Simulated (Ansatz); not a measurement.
One change: `[CH3][Al]([SiH3])[O][SiH3]` becomes `C=[CH][Al]([CH3])[SiH3]`.

Ansatz, PBE0-D4/def2-TZVP geometries, multiplicity 1. Each molecule was computed in one conformer, which needn't be the lowest.

| property | `[CH3][Al]([SiH3])[O][SiH3]` |
| --- | --- |
| HOMO energy (B3LYP/def2-TZVPP) / eV | -7.14 |
| size of the dipole moment (PBE/def2-TZVPP) / D | 1.21 |
| HOMO energy (PBE0/def2-TZVPP) / eV | -7.34 |
| LUMO energy (PBE0/def2-TZVPP) / eV | -1.25 |
| size of the dipole moment (B3LYP/def2-TZVPP) / D | 1.16 |
| HOMO–LUMO gap (ωB97M-V/def2-TZVPP) / eV | 9.75 |

(1) Give the same properties after the change, and the shifts. (Best estimate.)

Answers

(1) The calculation gave: 
| property | `C=[CH][Al]([CH3])[SiH3]` | shift |
| --- | --- | --- |
| HOMO energy (B3LYP/def2-TZVPP) / eV | -7.03 | 0.11 |
| size of the dipole moment (PBE/def2-TZVPP) / D | 1.33 | 0.12 |
| HOMO energy (PBE0/def2-TZVPP) / eV | -7.23 | 0.11 |
| LUMO energy (PBE0/def2-TZVPP) / eV | -1.65 | -0.40 |
| size of the dipole moment (B3LYP/def2-TZVPP) / D | 1.33 | 0.17 |
| HOMO–LUMO gap (ωB97M-V/def2-TZVPP) / eV | 9.29 | -0.46 |

With PBE0 the HOMO rises by 0.11 eV and the LUMO falls by 0.40 eV, so the gap narrows by about 0.51 eV. PBE moves the HOMO by 0.08 eV and ωB97M-V by 0.13 eV. Dipoles are sizes alone; their direction can turn.

B3LYP here is the variant with VWN-RPA as its local correlation; programs differ in this.
